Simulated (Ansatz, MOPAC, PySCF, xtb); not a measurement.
Lewis adduct: BH3 (SMILES B) (first 4 atoms) with PH3 (SMILES P); geometry from B3LYP-D3(BJ)/def2-TZVP.
(charge 0, multiplicity 1):
```tsv
atom	x (Å)	y (Å)	z (Å)
B	-0.0303	-0.0774	0.6721
H	1.0967	-0.4211	0.4177
H	-0.8416	-0.9688	0.6552
H	-0.3837	0.9320	0.1159
P	0.0544	0.4299	2.5320
H	-1.1256	0.8877	3.1451
H	0.4453	-0.5473	3.4648
H	0.9304	1.4694	2.8927
```

Interaction energies are E(AB) − E(A) − E(B) at the monomers' geometry in the complex; basis-set methods are counterpoise corrected.

Frozen-core correlation. The state that PM7 reach isn't checked; PM7 holds dispersion and hydrogen-bond terms.

Run with Ansatz (an electronic-structure program) with Gaussian orbitals; MOPAC for PM7 (differences of heats of formation); PySCF for the dispersion terms; xtb for the GFN methods. Values without a source in brackets are computed.

```csv
level,interaction energy (kJ/mol)
PM7,-173.3
GFN2-xTB,-114.3
PBE/def2-TZVPPD,___
BLYP/def2-TZVPPD,-143.4
B3LYP-D3(BJ)/def2-TZVPPD,-159.0
BHLYP/def2-TZVPPD,-144.5
CAM-B3LYP/def2-TZVPPD,-154.4
B2PLYP-D3(BJ)/def2-TZVPPD,-156.1
SCS-MP2/aug-cc-pV(D+d)Z,___
```

**Question.** Complete the blanks.

**Answer.** 
- PBE/def2-TZVPPD, interaction energy (kJ/mol): -180.8
- SCS-MP2/aug-cc-pV(D+d)Z, interaction energy (kJ/mol): -128.2
